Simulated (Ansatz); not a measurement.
Coupled-cluster diagnostics for the cluster Re₂Te₃, Ansatz.

Geometry of the singlet (PBE-D4/def2-SVP):

```xyz
5

Re   -0.5837    0.7040   -0.6336
Re    0.4982   -0.8329    0.5439
Te   -1.6402    2.2068    1.0434
Te   -1.1865   -1.7874   -1.2425
Te    2.9122   -0.2904    0.2888
```

In the def2 sets Re, Te take a core potential; there is no spin–orbit coupling. Correlated methods freeze 12 core orbitals; core or outer-core shells of Re, Te are correlated, in sets that lack core-valence functions. No other spin state of charge 0 was run. Another isomer (singlet) lies 0.22 eV lower at PBE0-D4/def2-TZVP; other spin states weren't run for this one.

Problem. Estimate the CCSD(T) correlation energy, the shares of MP2 and (T), T1 and the reference's ⟨S²⟩ for: charge 0, singlet, own geometry in def2-SVP; and the rough time on 4 threads of Arm Neoverse V1 on a shared host.

Solution. 
```
                          state     basis  correlation (eV)  MP2 share (%)  (T) share (%)     T1  ⟨S²⟩ (pure)  wall time                                                            remarks
charge 0, singlet, own geometry  def2-SVP           -32.373          108.5            7.0  0.079  0.00 (0.00)    6.8 min  flagged by the program, large T1 (0.079), restricted SCF unstable
```
Customary marks for T1 are 0.02 (closed shells), 0.045 (open shells) and about 0.05 (3d metals). T1 exceeds 0.02 in 1 of 1 rows and 0.045 in 1; the higher it lies, the less the single-reference result can be trusted.
